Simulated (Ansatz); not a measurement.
`O=C=NB(F)Cl` + CH₃SH → `CSB(F)Cl` + `N=C=O` at 298.15 K and 1 bar (ligand exchange at a B–N bond).

Isolated molecules relaxed with PBE0-D4/def2-TZVP in Ansatz; ΔE leaves out vibrations. CCSD(T)/CBS adds triple-zeta CCSD(T) − MP2 to the extrapolated MP2 energy (def2 sets, frozen cores). This one scheme is used for every species. One conformer a species, not always the lowest.

```csv
species,CCSD(T)/CBS energy (Eh),H − E (kJ/mol),S (J/(mol·K))
`O=C=NB(F)Cl`,-752.42964,76.1,332.3
CH₃SH,-438.22835,133.0,253.2
`CSB(F)Cl`,-1022.12842,143.7,342.3
`N=C=O`,-168.51995,67.5,238.3
```

H − E and S are ideal-gas, rigid-rotor, harmonic terms from PBE0-D4/def2-TZVP, for one conformer and one mirror image of each species. 1 Eh = 2625.50 kJ/mol, R = 8.31446 J/(mol·K).

Question: By hand: ΔE, ΔH, ΔS and ΔG.

Answer: ΔE = (-1022.12842) + (-168.51995) − (-752.42964) − (-438.22835) = 0.00962 Eh = 25.3 kJ/mol. Δ(H − E) = 143.7 + 67.5 − 76.1 − 133.0 = 2.1, so ΔH = 27.4 kJ/mol. ΔS = 342.3 + 238.3 − 332.3 − 253.2 = -4.9 J/(mol·K). ΔG = 27.4 − 298.15 × (-4.9)/1000 = 28.9 kJ/mol.

Question: By hand: the equilibrium constant, and the temperature at which ΔG would vanish if ΔH and ΔS stayed fixed.

Answer: log₁₀ K = −ΔG/(RT ln 10) = -5.1. ΔH and −TΔS have one sign here, so there is no such temperature. One of them is within its doubt of zero, so this could turn.

The number of gas molecules stays the same, so ΔS is small and ΔH decides. A doubt of 5 kJ/mol in ΔE shifts log₁₀ K by 0.9 here. Other conformers and mirror images would add mixing entropy, several J/(mol·K) or more a flexible species. These are equilibria of isolated gas molecules and say nothing of rates. Largest T1 diagnostic: 0.018 (customary marks: 0.02 for closed shells, 0.045 for open ones).
